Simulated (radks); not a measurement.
Task: The mean radii <r> (bohr) of the occupied orbitals of an atom or ion are listed with their occupations. Calculated with a radial shooting solver on a logarithmic mesh with Libxc functionals: scalar-relativistic Kohn-Sham, PBE, spin-unpolarised, spherical densities, finite nucleus; Fermi nuclear charge, rms radius of each element as measured or else 0.836 A^(1/3) + 0.57 fm.

| orbital | occ. | <r> |
|---|---|---|
| 1s | 2 | 0.02507 |
| 2s | 2 | 0.1075 |
| 2p | 6 | 0.09425 |
| 3s | 2 | 0.2852 |
| 3p | 6 | 0.2832 |
| 3d | 10 | 0.2600 |
| 4s | 2 | 0.6542 |
| 4p | 6 | 0.6931 |
| 4d | 10 | 0.7675 |
| 5s | 2 | 1.562 |
| 5p | 6 | 1.818 |
| 6s | 1 | 4.623 |
| 5d | 2 | 3.224 |

Name the element and its charge.

Result: Z = 57, lanthanum, charge 0: La in [Xe] 5d2 6s1. The 1s radius gives Z: for a bare nucleus <r> = (2 gamma + 1)/(2Z) with gamma = sqrt(1 - (Z/c)^2), 0.02473 bohr for Z = 57, and screening makes it slightly larger (0.02507 here). The occupations add up to 57, and the charge is Z minus that.
